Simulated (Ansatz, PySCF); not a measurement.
Process, species as SMILES: [C-]#CCO → O=C1[CH-]C1
Structures are relaxed separately at B3LYP-D3(BJ)/def2-TZVP in Ansatz (a program for electronic structure), one conformer each, not searched for the lowest.

Wanted: isomerisation energy (enthalpy at 298 K, with B3LYP-D3(BJ) rigid-rotor harmonic-oscillator terms from PySCF), in kJ/mol. Correlated levels leave the core frozen unless marked. Spin-orbit coupling is left out. No relativistic terms. Anions need diffuse functions: aug- sets have them; def2-D sets add few; the other sets have none. CBS(X,Y): correlation extrapolated as X^-3; Hartree-Fock from the larger set. The bracket is a focal-point correction in the basis named.

```
level                                                                 program  isomerisation energy (kJ/mol)
-------------------------------------------------------------  --------------  -----------------------------
HF/cc-pwCVTZ                                                           Ansatz                          -23.8
PBE0/def2-TZVPD                                                        Ansatz                          -86.8
TPSSh-D4/def2-TZVPD                                             PySCF + dftd4                          -83.8
CAM-B3LYP-D4/def2-TZVPD                                        Ansatz + dftd4                          -61.6
wB97X-V/def2-TZVPD                                                     Ansatz                          -68.3
MP2/cc-pVTZ                                                            Ansatz                          -59.6
RI-MP2/aug-cc-pVTZ                                                     Ansatz                          -52.5
RI-MP2/cc-pVQZ                                                         Ansatz                          -56.7
CCSD/6-31G*                                                            Ansatz                          -79.1
RI-MP2/CBS(aug-cc-pVTZ,aug-cc-pVQZ)+[CCSD(T)-MP2]/aug-cc-pVTZ          Ansatz                          -43.7
```
